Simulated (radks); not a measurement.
Results of a calculation; reference values are marked as such.
Ionisation of neutral terbium, [Xe] 4f9 6s2, to Tb+, [Xe] 4f9 6s1, under several functionals. Dirac Kohn-Sham, spin-unpolarised, spherical densities, point nucleus; open shells are shared between the two j in proportion to 2j + 1; a radial shooting solver on a logarithmic mesh with Libxc functionals.

functional                                        E(Tb) (hartree)  Exc (hartree)  IE (eV)  -e(HOMO) (eV)  <r> HOMO (bohr)  IE error (eV)
LDA (Slater exchange, Perdew-Zunger correlation)      -11711.1332      -249.4230    6.379          2.888           0.9206         +0.515
XLYP                                                  -11720.4904      -258.8605    6.138          2.476           0.9233         +0.274
LDA (Slater exchange, Perdew-Wang correlation)        -11711.1307      -249.4203    6.374          2.892           0.9205         +0.510
SOGGA                                                 -11714.4393      -252.7563    6.072          2.642           0.9211         +0.208
RPBE                                                  -11719.2903      -257.6576    6.064          2.665           0.9206         +0.200
HCTH/407                                              -11725.8852      -264.5735    6.109          3.417           0.9041         +0.245
PBE                                                   -11718.8709      -257.2333    6.166          2.683           0.9213         +0.302
BP86                                                  -11720.5215      -258.9007    6.339          2.798           0.9216         +0.475

NIST Atomic Spectra Database: 5.864 eV (measured). Closest: RPBE. The Delta-SCF values span 0.32 eV, the total energies 14.75 hartree. The highest occupied level is 4f7/2. Spin polarisation and multiplet splitting are left out, so open shells lie too high by an amount that depends on their filling. Sharing an open shell by 2j + 1 raises it above the true ground level by a part of the spin-orbit splitting, which enters the differences from NIST.

Beside tabulated values, note that spin-unpolarised runs miss the spin-polarisation part of the exchange energy of open shells.
